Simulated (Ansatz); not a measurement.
Consider the formal exchange of groups at a Ga–F bond: `[OH][Ga]([F])[Br]` + CH₃SH → `[OH][Ga]([SH])[Br]` + `CF`.

Gas-phase electronic energies from Ansatz, PBE0-D4/def2-TZVP geometries. CCSD(T)/CBS is the MP2 limit (def2-TZVPP, def2-QZVPP) plus CCSD(T) − MP2 in def2-TZVPP, frozen cores. This one scheme is used for every species. Functionals use def2-TZVPP. For Br, Ga outer-core shells are correlated without core-valence functions, which leaves a few kJ/mol of doubt a bond. Scalar relativity is left out up to krypton. Each species was taken in one conformer, which may not be the lowest.

`[OH][Ga]([F])[Br]`:

```xyz
5

O     0.945    0.850   -0.619
Ga    0.000   -0.386    0.210
F     0.873   -1.759    0.809
Br   -2.232   -0.292    0.531
H     0.414    1.587   -0.931
```

CH₃SH:

Cartesian coordinates in Å:
```
C 0.104 0.468 0.107
S -0.692 -0.864 -0.818
H -0.203 0.469 1.152
H -0.229 1.398 -0.354
H 1.190 0.414 0.032
H -0.171 -1.884 -0.119
```

`[OH][Ga]([SH])[Br]`:

Z-matrix (Å, degrees):
```
Ga
S 1 2.188
Br 1 2.265 2 119.1
O 1 1.774 2 125.0 3 179.9
H 2 1.344 1 93.7 3 180.0
H 4 0.960 1 114.4 2 0.0
```

`CF`:

Z-matrix (Å, degrees):
```
C
F 1 1.376
H 1 1.092 2 109.1
H 1 1.092 2 109.1 3 -120.0
H 1 1.092 2 109.1 3 120.0
```

| species | PBE0-D4 energy (Eh) |
| --- | --- |
| `[OH][Ga]([F])[Br]` | -4674.16997 |
| CH₃SH | -438.53959 |
| `[OH][Ga]([SH])[Br]` | -4973.04476 |
| `CF` | -139.65573 |

Problem. Work out ΔE.

Solution. ΔE = (-4973.04476) + (-139.65573) − (-4674.16997) − (-438.53959) = 0.00907 Eh = +23.8 kJ/mol. CCSD(T)/CBS gives +28.3 kJ/mol.

Problem. What do rigid-rotor, harmonic-oscillator terms from PBE0-D4/def2-TZVP frequencies (298.15 K, 1 bar) make of the CCSD(T)/CBS value? (Estimate.)

Solution. Ansatz gave: ΔZPE = +1.1 kJ/mol, ΔH = +30.3 kJ/mol, ΔS = -8 J/(mol·K), ΔG = +32.7 kJ/mol.

Largest T1 diagnostic among the species: 0.012.

In def2-TZVPP, CCSD(T) changes the Hartree–Fock value by +4.1 kJ/mol (the triples alone add −0.2 kJ/mol) and MP2 by +9.2 kJ/mol. Leaving LDA and LC-ωPBE aside and taking each functional with its dispersion term where it has one, the values, not all of them listed here, spread over 9.1 kJ/mol, from BHLYP-D4 to B2PLYP. LDA lies −3.5 kJ/mol from PBE without D4. The D4 term adds −3.5 kJ/mol with B3LYP and −2.1 kJ/mol with PBE0; it sums over pairs of atoms, weighted by their polarisabilities, and B3LYP, whose exchange is more repulsive, gets the larger term.

B3LYP here is the variant with VWN-RPA as its local correlation; programs differ in this.
